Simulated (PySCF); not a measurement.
Ionisation energy of Xe³⁸⁺ by level of theory

Xe³⁸⁺ [Ne] 3s2 3p4 (3P) → Xe³⁹⁺ [Ne] 3s2 3p3 (4S), as a difference of total energies. Calculation: PySCF 2.14, in an even-tempered Gaussian basis (18 s from 6.2 bohr⁻², ratio 2.5; 12 p from 8.1 bohr⁻², ratio 2.5; 5 d from 37 bohr⁻², ratio 2.7; 4 f from 55 bohr⁻², ratio 2.7); the spin-free X2C one-electron Hamiltonian (Gaussian nucleus). Correlated levels: outer shells: 1s2 frozen; virtual orbitals above 40 to 60 times the deepest correlated orbital energy dropped. The calculations carry no spin-orbit coupling.

```
                method  ionisation energy (eV)
                   UHF                  2740.7
    MP2 (outer shells)                  2741.7
SCS-MP2 (outer shells)                  2741.7
   CCSD (outer shells)                  2741.7
CCSD(T) (outer shells)                  2741.7
```

Spin-orbit coupling is strong in these open shells (close to jj coupling). The scalar numbers leave it out and a first-order estimate fails, so it can dominate the gap to the real levels.

Breit and QED terms and the two-electron picture change are absent.

For comparison: 2726 ± 4 eV (theoretical estimate listed by NIST; NIST Atomic Spectra Database, ionization energies).
